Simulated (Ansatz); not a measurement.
The cluster HfAl6 (the lowest singlet isomer of a short search) was relaxed with r2SCAN-D4 (def2-SVP) in Ansatz in these states: charge +1 doublet, neutral quintet, neutral singlet, neutral triplet. The geometries follow in no particular order.

In the def2 sets Hf takes a core potential; there is no spin–orbit coupling.

A:

```csv
atom,x (Å),y (Å),z (Å)
Hf1,0.928,1.246,-1.069
Al2,-0.496,-1.961,0.850
Al3,-1.683,0.173,0.218
Al4,1.735,-1.285,-0.371
Al5,-0.522,-1.078,-1.835
Al6,-0.758,2.492,0.672
Al7,0.795,0.413,1.535
```

B:

```xyz
7

Hf    0.219    0.579   -1.806
Al    0.379   -0.776    1.962
Al   -1.136   -1.259   -0.005
Al    1.986    0.838    0.331
Al    1.414   -1.578   -0.514
Al   -2.340    0.860   -0.872
Al   -0.521    1.337    0.904
```

C:

Cartesian coordinates in Å:
```
Hf -0.5978 0.9986 1.5097
Al 0.2924 -0.6450 -2.1184
Al -0.4941 -1.5283 0.1715
Al 0.0909 1.8634 -1.0174
Al -1.9126 0.3729 -0.8343
Al 1.0079 -1.0979 2.3030
Al 1.6134 0.0364 -0.0142
```

D:

Cartesian coordinates in Å:
```
Hf 0.4753 -0.2913 1.8783
Al -0.7126 -0.4073 -2.0211
Al 1.3482 0.5066 -0.8587
Al -1.6048 -1.3116 0.3909
Al 0.7446 -1.9466 -0.3053
Al 0.9221 2.2595 1.0218
Al -1.1727 1.1908 -0.1060
```

Q: Judge from the bond lengths which geometry belongs to which state (an estimate).

A: A is the neutral quintet (Al2–Al7 2.787 Å, Hf1–Al3 3.102 Å, Hf1–Al7 2.737 Å); B is the neutral triplet (Al2–Al7 2.529 Å, Hf1–Al3 2.909 Å, Hf1–Al7 2.910 Å); C is the neutral singlet (Al2–Al7 2.576 Å, Hf1–Al3 2.861 Å, Hf1–Al7 2.853 Å); D is the charge +1 doublet (Al2–Al7 2.536 Å, Hf1–Al3 2.982 Å, Hf1–Al7 2.975 Å).

At r2SCAN-D4/def2-SVP the charge 0 triplet is spin-contaminated (final ⟨S²⟩ up to 2.13, 2.00 for a pure state). At PBE0-D4/def2-TZVP a singlet lies 0.84 eV below the neutral quintet. At PBE0-D4/def2-TZVP a singlet lies 0.28 eV below the neutral triplet. These are the stationary points nearest to one start from a short search; other shapes may lie lower in each state.
